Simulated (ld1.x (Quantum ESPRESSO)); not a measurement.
**What the settings do to the TM potential of thulium (Tm)**

Base potential:

Tm (Z = 69), norm-conserving Troullier–Martins (Kleinman–Bylander form), made with ld1.x (Quantum ESPRESSO) 7.5 (PW91, scalar-relativistic). Core [Kr] 4d10 4f13, reference 5s2 5p6 5d0 6s2 6p0. Waves: 5p (bound): rc 2.35 bohr; 5d (bound, empty): rc 3.50 bohr; 5s (bound): rc 1.70 bohr. Local part: the s channel. Core correction: a·sin(br)/r model core, default radius (core density twice the valence density).

Occupied shells without a wave of their own: 6s. They enter only through the test configuration that unscreens the potential, and ld1.x also counts them in the model core charge.

Cutoffs, loose and tight: the cutoffs (Ry, on a coarse ladder) from which the occupation-weighted sum of valence levels, in a spherical-Bessel basis at the reference potential, stays within 10 and 1 mRy of its value at 400 Ry. They do not see the model core or the augmentation charge, which bear on the density cutoff. Test errors are all-electron minus pseudo excitation energies from the reference, over the configurations 5s2 5p6 5d0 6s1 6p0; 5s2 5p6 5d0 6s0 6p0; 5s2 5p6 5d0 6s1.5 6p0; 5s2 5p6 5d0 6s0 6p2; 5s2 5p5 5d0 6s2 6p0; 5s2 5p6 5d1 6s0 6p0; 5s2 5p6 5d1 6s1 6p0. A dash means not determined; rows that change the core or the reference have their own tests. The largest error is taken over the tests solved by every variant that gives reliable tests at all: 5s2 5p6 5d0 6s0 6p0; 5s2 5p6 5d0 6s0 6p2; 5s2 5p6 5d0 6s1 6p0; 5s2 5p6 5d1 6s0 6p0.

With those shells counted twice in exchange and correlation these files are broken, and their errors move erratically; no question is asked of them.

Cutoffs are not given where the Bessel-basis levels miss the radial ones by over 6 mRy, ghosts where they miss by over 20 mRy; a channel whose overlap is not positive is not tested.

```tsv
change	outcome	cutoff, loose	cutoff, tight	bound ghosts	largest test error (meV)
base	generated, misses its reference levels by 0.36 eV	50 Ry	70 Ry	none	-2067
all radii but the core radius scaled by about 0.77 (s 1.30, p 1.80, d 2.68 bohr)	generated	80 Ry	140 Ry	none	-868
all radii but the core radius scaled by about 0.93 (s 1.58, p 2.18, d 3.24 bohr)	generated, misses its reference levels by 0.20 eV	55 Ry	100 Ry	none	-1476
all radii but the core radius scaled by about 1.14 (s 1.94, p 2.70, d 4.00 bohr)	failed: the pseudo-atom did not reach self-consistency	–	–	–	–
all radii but the core radius scaled by about 1.25 (s 2.12, p 2.94, d 4.38 bohr)	generated, misses its reference levels by 1.21 eV	21 Ry	40 Ry	none	-5336
all radii but the core radius scaled by about 1.38 (s 2.34, p 3.24, d 4.82 bohr)	generated, misses its reference levels by 1.49 eV	–	–	not determined	-6690
```

Reading the sweep of the scale of all radii but the core radius (base = 1) (base included, trends over the rows without a ghost): The loose cutoff falls from 80 Ry at 0.77 to 21 Ry at 1.25. A larger radius leaves more room for a smooth pseudo-wave, so fewer plane waves are needed; a smaller one forces it to follow the all-electron wave where it bends sharply. The generation fails at 1.14.
